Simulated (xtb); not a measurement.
cyclohexanone (C6H10O), singlet, from a rough starting geometry; GFN2-xTB (xtb 6.7.1).

The xtb input:
```
$ xtb mol.xyz --gfn 2 --opt vtight --json

# file mol.xyz
17

O      2.67185246     0.46284478    -0.04676857
C      1.54385553     0.29318850     0.18713012
C      0.54679517     1.40309575     0.30255561
C     -0.83236598     1.05189068    -0.51520014
C     -1.34375073    -0.21434045    -0.10145174
C     -0.34744188    -1.37038104    -0.36456643
C      0.92275420    -1.09958467     0.44796545
H      0.19845414     1.54607147     1.31367140
H      0.95967595     2.34340919    -0.04188539
H     -1.48200848     1.91220684    -0.43314180
H     -0.51491879     1.05390723    -1.60199835
H     -2.25114796    -0.49690231    -0.69443689
H     -1.61216799    -0.18618279     0.92173102
H     -0.72093705    -2.31742422    -0.02080187
H     -0.10502244    -1.40366155    -1.34168838
H      1.66109057    -1.79580916     0.26442403
H      0.71466181    -1.08122927     1.62593442
```

**Question.** What does xtb print? Leave out banner, timings and long lists.

**Answer.** 
```
   ID    Z sym.   atoms
    1    8 O      1
    2    6 C      2-7
    3    1 H      8-17

           -------------------------------------------------
          |                Calculation Setup                |
           -------------------------------------------------

           -------------------------------------------------
          |                 G F N 2 - x T B                 |
           -------------------------------------------------

          ...................................................
          :                      SETUP                      :
          :.................................................:
          :  # basis functions                  38          :
          :  # atomic orbitals                  38          :
          :  # shells                           24          :
          :  # electrons                        40          :
          :  max. iterations                   250          :
          :  Hamiltonian                  GFN2-xTB          :
          :  restarted?                      false          :
          :  GBSA solvation                  false          :
          :  PC potential                    false          :
          :  electronic temp.          300.0000000     K    :
          :  accuracy                    1.0000000          :
          :  -> integral cutoff          0.2500000E+02      :
          :  -> integral neglect         0.1000000E-07      :
          :  -> SCF convergence          0.1000000E-05 Eh   :
          :  -> wf. convergence          0.1000000E-03 e    :
          :  Broyden damping             0.4000000          :
          :  net charge                          0          :
          :  unpaired electrons                  0          :
          ...................................................

 iter      E             dE          RMSdq      gap      omega  full diag
   1    -22.2554597 -0.222555E+02  0.364E+00    4.75       0.0  T
   2    -22.3058586 -0.503989E-01  0.192E+00    3.92       1.0  T
   3    -22.3094174 -0.355878E-02  0.117E+00    4.25       1.0  T
   4    -22.3117971 -0.237968E-02  0.156E-01    4.02       1.0  T
   5    -22.3119512 -0.154169E-03  0.740E-02    4.07       1.0  T
   6    -22.3119689 -0.176271E-04  0.306E-02    4.07       1.0  T
   7    -22.3119698 -0.975886E-06  0.119E-02    4.06       2.0  T
   8    -22.3119702 -0.373990E-06  0.229E-03    4.06      10.6  T
   9    -22.3119702 -0.620993E-09  0.101E-03    4.06      24.1  T
[...]
 * total energy  :   -22.0148041 Eh     change       -0.2651483E-01 Eh
 * total energy  :   -22.0187052 Eh     change       -0.3901121E-02 Eh
 * total energy  :   -22.0189378 Eh     change       -0.2325390E-03 Eh
 * total energy  :   -22.0189965 Eh     change       -0.5877055E-04 Eh
 * total energy  :   -22.0190165 Eh     change       -0.1997579E-04 Eh
 * total energy  :   -22.0190291 Eh     change       -0.1256252E-04 Eh
 * total energy  :   -22.0190374 Eh     change       -0.8383116E-05 Eh
 * total energy  :   -22.0190492 Eh     change       -0.1178635E-04 Eh
 * total energy  :   -22.0190517 Eh     change       -0.2482805E-05 Eh
 * total energy  :   -22.0190527 Eh     change       -0.9923788E-06 Eh
 * total energy  :   -22.0190531 Eh     change       -0.3648592E-06 Eh
 * total energy  :   -22.0190532 Eh     change       -0.9766675E-07 Eh
   *** GEOMETRY OPTIMIZATION CONVERGED AFTER 13 ITERATIONS ***
         :: total energy             -22.019053167282 Eh    ::
[...]
largest (>0.10) Wiberg bond orders for each atom

 ---------------------------------------------------------------------------
     #   Z sym  total        # sym  WBO       # sym  WBO       # sym  WBO
 ---------------------------------------------------------------------------
     1   8 O    2.074 --     2 C    1.872
     2   6 C    3.915 --     1 O    1.872     3 C    0.989     7 C    0.989
     3   6 C    3.997 --     4 C    0.989     2 C    0.989     9 H    0.975
                             8 H    0.953
     4   6 C    3.996 --     5 C    1.010     3 C    0.989    11 H    0.978
                            10 H    0.976
     5   6 C    3.998 --     4 C    1.010     6 C    1.010    13 H    0.977
                            12 H    0.975
     6   6 C    3.996 --     5 C    1.010     7 C    0.989    15 H    0.978
                            14 H    0.976
     7   6 C    3.997 --     6 C    0.989     2 C    0.989    16 H    0.975
                            17 H    0.953
     8   1 H    0.997 --     3 C    0.953
     9   1 H    0.997 --     3 C    0.975
    10   1 H    0.999 --     4 C    0.976
    11   1 H    0.998 --     4 C    0.978
    12   1 H    0.999 --     5 C    0.975
    13   1 H    0.999 --     5 C    0.977
    14   1 H    0.999 --     6 C    0.976
    15   1 H    0.998 --     6 C    0.978
    16   1 H    0.997 --     7 C    0.975
    17   1 H    0.997 --     7 C    0.953
 ---------------------------------------------------------------------------

Topologies differ in total number of bonds
Writing topology from bond orders to xtbtopo.mol

molecular dipole:
                 x           y           z       tot (Debye)
 q only:       -1.174      -0.185       0.269
   full:       -1.328      -0.205       0.346       3.527
molecular quadrupole (traceless):
                xx          xy          yy          xz          yz          zz
 q only:       -7.516      -2.064       4.434       1.620       0.141       3.082
  q+dip:      -10.014      -2.664       5.008       1.247       0.187       5.006
   full:      -10.004      -2.552       4.776       1.950       0.356       5.228

optimized geometry written to: xtbopt.xyz

           -------------------------------------------------
          | TOTAL ENERGY              -22.019053167282 Eh   |
          | GRADIENT NORM               0.000112551609 Eh/α |
          | HOMO-LUMO GAP               3.832848353066 eV   |
           -------------------------------------------------

normal termination of xtb
```
